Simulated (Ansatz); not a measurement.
Relaxation of FH₂NOSi (6 atoms, charge 0, multiplicity 1), to a largest force component of 0.015 eV/Å in at most 40 steps.

These are results of Ansatz 0.2.0, RKS PBE0-D4/def2-TZVP, not measurements.

```xyz
6
Properties=species:S:1:pos:R:3:forces:R:3
N -0.352 1.172 -0.700 0.94 -0.79 1.77
Si -0.083 -0.310 -0.142 -0.62 0.74 -1.18
O -0.543 -1.618 -0.943 0.12 -1.21 0.27
F 0.593 -0.977 1.140 -0.32 1.26 -0.65
H -0.818 1.359 -1.574 0.00 -0.22 0.00
H -0.992 -1.529 -1.778 -0.12 0.22 -0.22
```

Question: Where does it end, and by what steps?

Answer: The run converged. After 7 steps the energy has fallen by 0.372 eV; H5 moved furthest, 0.23 Å.

```csv
step,energy less start (eV),largest force component (eV/Å),accepted
0,0.0000,1.775,yes
1,-0.1774,1.140,yes
2,-0.3641,0.389,yes
3,-0.3699,0.232,yes
4,-0.3715,0.041,yes
5,-0.3679,0.416,no
6,-0.3719,0.020,yes
7,-0.3720,0.001,yes
```

```xyz
6
Properties=species:S:1:pos:R:3
N -0.303 1.177 -0.610
Si -0.151 -0.351 -0.266
O -0.550 -1.762 -0.949
F 0.557 -0.783 1.066
H -0.745 1.530 -1.445
H -1.004 -1.713 -1.794
```

Whether the end is a true minimum wasn't checked by a vibrational analysis.

Time of the run: 24 s on 2 threads of Arm Neoverse V1, with other jobs on the host, peak memory 0.23 GiB.
